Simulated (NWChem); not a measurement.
GeBrF3; SMILES [F][Ge]([F])([Br])[F]

This build's default masses of Se (78.918 u) and Br (79.917 u) are each other's, which moves their modes by up to 0.6 %.

Problem. Give the equilibrium geometry at PBE0/def2-SVP (NWChem) as an XYZ file, with the point group.

Solution. point group C3v; any orientation.
```
5

F     -0.4702    -1.5142    -1.2998
Ge     0.0000     0.0000    -0.6665
F     -1.0762     1.1643    -1.2998
F      1.5464     0.3499    -1.2998
Br     0.0000     0.0000     1.5747
```
